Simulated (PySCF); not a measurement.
Se(tBu)(SH), SMILES S[Se]C(C)(C)C (C₄H₁₀SSe), GFN2-xTB optimised geometry.

```
16

Se     0.09    -1.84     0.00
C     -0.32     0.16     0.00
C      0.28     0.77    -1.26
C     -1.84     0.25     0.00
C      0.27     0.78     1.25
H      0.08     1.84    -1.28
H     -0.15     0.32    -2.15
H      1.36     0.62    -1.28
H     -2.25    -0.25    -0.88
H     -2.26    -0.22     0.89
H     -2.15     1.29    -0.03
H     -0.14     0.31     2.15
H      1.35     0.67     1.26
H      0.03     1.84     1.29
S      2.26    -1.84     0.00
H      2.45    -1.94     1.32
```

Density from PBE0/def2-TZVP run with PySCF 2.14.0 at that geometry.

Minimum of the electron density along straight lines between bonded atoms, close to the bond critical point (lines longer than 1.1 times the sum of covalent radii, or with two minima, are not listed):

```tsv
bond	length / Å	ρ at the minimum / e bohr⁻³	∇²ρ there / e bohr⁻⁵	position (fraction from the first atom)
Se1–C2	2.048	0.129	___	0.53
C2–C3	1.518	0.252	-0.64	0.51
C2–C4	1.520	0.250	-0.62	0.51
C2–C5	1.518	0.252	-0.64	0.51
C3–H6	1.089	0.277	-0.94	0.64
C3–H7	1.089	0.279	-0.96	0.64
C3–H8	1.089	0.279	-0.96	0.64
C4–H9	1.089	0.279	-0.95	0.64
C4–H10	1.089	0.279	-0.96	0.64
C4–H11	1.089	0.277	-0.95	0.64
C5–H12	1.089	0.279	-0.96	0.64
C5–H13	1.089	0.279	-0.96	0.64
C5–H14	1.089	0.277	-0.94	0.64
Se1–S15	2.162	0.130	___	0.48
S15–H16	1.338	0.220	-0.65	0.64
```

**Question.** Complete the blanks.

**Answer.** 
- Se1–C2, ∇²ρ there / e bohr⁻⁵: -0.11
- Se1–S15, ∇²ρ there / e bohr⁻⁵: -0.08
